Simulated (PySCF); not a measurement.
# Two-component Hartree-Fock for Ru⁴²⁺ (ruthenium, charge +42)

Start: 1s2. Calculated with PySCF 2.14 in an uncontracted even-tempered set (16 s from 8.9 bohr⁻², ratio 2.6; 12 p from 12 bohr⁻², ratio 2.6; 6 d from 12 bohr⁻², ratio 2.8; 3 f from 520 bohr⁻², ratio 2.8): generalised Hartree-Fock with the X2C-1e Hamiltonian and a Gaussian nucleus; spin-orbit coupling (SO) screened by Boettger's factors.

```
spinor shell  electrons  ε, screened SO (eV)  weight of nominal j (screened SO)  rms radius, screened SO (bohr)
       1s1/2          2             -26267.1                              1.000                          0.0381
```

| quantity | screened SO |
| --- | --- |
| E (hartree) | -1959.51733 |
| M_J | 0 |
| ⟨J²⟩ | 0.000 |
| ⟨L²⟩ | 0.000 |
| ⟨S²⟩ | 0.000 |

Breit and QED terms are absent; they matter most for the inner s and p1/2 levels.

Densities and radii are taken from the X2C orbitals without a picture-change correction, which distorts them close to the nucleus.
